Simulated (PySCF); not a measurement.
Electronic structure of Nd²⁺ (neodymium, charge +2) at the UHF level

Configuration: [Xe] 4f4, one real determinant. Calculation: PySCF 2.14, in ANO-RCC-VTZP (8s7p5d3f2g1h, 104 functions); the spin-free X2C one-electron Hamiltonian (Gaussian nucleus).

```json
{"Total energy": "-9618.689071 hartree", "One-electron energy": "-13112.5981 hartree", "Hartree (Coulomb) energy": "3715.6263 hartree", "Exchange energy": "-221.7173 hartree", "⟨S²⟩": "6.0043", "⟨L²⟩": "34.033", "Sum of ⟨r⟩": "34.92 bohr", "Sum of ⟨r²⟩": "41.74 bohr²", "Traceless quadrupole moment −½Σ⟨3z² − r²⟩ along its main axis": "0.0589 e·bohr²", "Langevin diamagnetic susceptibility": "-33.1 ×10⁻⁶ cm³/mol"}
```

| shell | electrons | mean orbital energy (hartree) | spread (hartree) | rms radius, mean of both spins (bohr) |
| --- | --- | --- | --- | --- |
| 1s α | 1 | -1609.12237 | 0 | 0.0269 |
| 1s β | 1 | -1609.12125 | 0 | 0.0269 |
| 2s α | 1 | -264.80804 | 0 | 0.109 |
| 2s β | 1 | -264.80526 | 0 | 0.109 |
| 2p α | 3 | -236.83062 | 0.00154 | 0.0978 |
| 2p β | 3 | -236.82817 | 0.00165 | 0.0978 |
| 3s α | 1 | -59.57810 | 0 | 0.283 |
| 3s β | 1 | -59.50946 | 0 | 0.283 |
| 3p α | 3 | -50.52953 | 0.00542 | 0.284 |
| 3p β | 3 | -50.45221 | 0.00990 | 0.284 |
| 3d α | 5 | -37.82047 | 0.01284 | 0.262 |
| 3d β | 5 | -37.73639 | 0.01206 | 0.262 |
| 4s α | 1 | -13.06379 | 0 | 0.645 |
| 4s β | 1 | -12.85727 | 0 | 0.645 |
| 4p α | 3 | -10.00618 | 0.00411 | 0.685 |
| 4p β | 3 | -9.77436 | 0.01803 | 0.685 |
| 4d α | 5 | -5.53136 | 0.05768 | 0.764 |
| 4d β | 5 | -5.22339 | 0.02889 | 0.764 |
| 5s α | 1 | -2.35709 | 0 | 1.59 |
| 5s β | 1 | -2.26191 | 0 | 1.59 |
| 5p α | 3 | -1.51609 | 0.00338 | 1.84 |
| 5p β | 3 | -1.44117 | 0.00848 | 1.84 |
| 4f α | 4 | -0.90060 | 0.05549 | 1.16 |

⟨L²⟩ = 34.03 against 42 for a pure I term, so this real determinant mixes terms. Spin-orbit coupling, absent here, splits the open shell strongly.

Densities and radii are taken from the X2C orbitals without a picture-change correction, which distorts them close to the nucleus.

Spin-orbit constants ζ (cm⁻¹) from the X2C one-electron operator on these orbitals: bare nucleus, nucleus screened by l(l+1)(2l+1)/3 electrons, and screened by the Breit-Pauli mean field of the electrons.

```tsv
shell	bare	screened nucleus	mean field
2p	2730000	2639000	n/a
3p	551500	533100	n/a
3d	85390	71160	n/a
4p	116100	112300	n/a
4d	14850	12370	n/a
4f	1813	966.8	n/a
5p	15240	14730	n/a
```

To first order the Landé constant is A = 241.7 cm⁻¹, so the lowest level has J = 4 and lies 0.420 eV below the centre of the term. This holds in LS coupling only.
